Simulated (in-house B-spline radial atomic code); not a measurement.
**RPA and G0W0 on PBEsol: the technetium ion Tc⁷⁺**

Configuration [Ar] 3d10 4s2 4p6, mean-field start PBEsol. Computed with an all-electron radial atomic-structure program (B-spline basis): all electrons, scalar-relativistic (spin-free one-electron X2C), finite nucleus, each spin shell either full or empty, empty states to l = 9 with an (l + 1/2)⁻⁴ tail; G0W0 by contour deformation at full frequency.

Command:
```bash
python run_gw.py task.json out
```
Settings (radii: box in bohr, nucleus in fm):
```
Z                        43
electrons                36
configuration            [Ar] 3d10 4s2 4p6
hamiltonian              x2c
method                   pbesol
lmax                     9
rms_radius               4.41117
spin_polarised           False
box_radius               8.41
intervals                66
```

Run time, properties included: 1.9 s on 1 thread of Arm Neoverse V2 (shared host).

Energies (hartree):

| term | value |
| --- | --- |
| mean-field total | -4271.05163 |
| Hartree-Fock functional on these orbitals | -4271.80763 |
| direct second order | -3.1355 |
| second-order exchange | 0.89785 |
| SOSEX correction | 0.84044 |

**Question.** What is the RPA correlation energy, and what remains with SOSEX?

**Answer.** RPA gives -2.7997 hartree (-2.12 eV per electron); RPA + SOSEX gives -1.9593, and the second-order doubles -2.2377 hartree (no singles). RPA lacks exchange-type terms and so overcorrelates at short range.

Quasi-particle levels (eV):

| level | occupied | mean field | Σx - vxc | Σc | QP weight | G0W0 |
| --- | --- | --- | --- | --- | --- | --- |
| 4p | yes | -142.18 | -9.50 | ? | ? | ? |
| 3d | yes | -356.00 | -30.59 | 7.27 | 0.929 | -379.32 |
| 4d | no | -97.18 | 10.43 | -2.57 | 0.970 | -89.32 |

G0W0 = mean field + (Σx - vxc) + Σc, with Σc (partial-wave tail included) taken at the quasi-particle energy. Only the outer levels were computed. Levels of low weight are left out.

**Question.** Where does G0W0 put 4p?

**Answer.** At -152.42 eV, with Σc = -0.74 eV and a quasi-particle weight of 0.961. The tabulated removal energy is 150 ± 2.1 eV (NIST, tabulated theory); the calculation leaves out spin-orbit coupling, Breit and QED terms, and what these don't explain is the method's own error.
